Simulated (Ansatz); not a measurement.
Z-matrix (Å, degrees):
```
C
Al 1 1.956
H 1 1.093 2 113.7
H 1 1.095 2 111.3 3 122.1
H 1 1.097 2 110.3 3 -120.3
C 2 1.950 1 118.8 3 17.6
C 2 1.956 1 121.4 3 -162.4
C 6 1.336 2 121.6 1 -0.1
H 6 1.092 2 122.4 1 179.4
H 7 1.094 2 112.0 1 -141.2
H 7 1.093 2 113.0 1 -18.8
H 7 1.097 2 110.2 1 100.7
H 8 1.089 6 123.1 2 179.6
H 8 1.088 6 121.8 2 -0.3
```

Total charge 0; spin multiplicity 1.

Problem. List the CAM-B3LYP/def2-TZVPP orbital energies in eV (Ansatz 0.2.0). (An estimate is asked.)

Solution. The calculation gave: Occupied: -1525.46, -278.85, -278.10, -277.73, -277.72, -113.55, -74.31, -74.08, -74.07, -22.62, -20.55, -20.28, -17.19, -14.28, -12.82, -12.43, -12.38, -12.19, -12.16, -11.43, -9.17, -9.03, -9.00. Lowest empty: -0.01, 1.16, 1.98, 2.27, 2.69, 3.20, 3.65, 3.97.
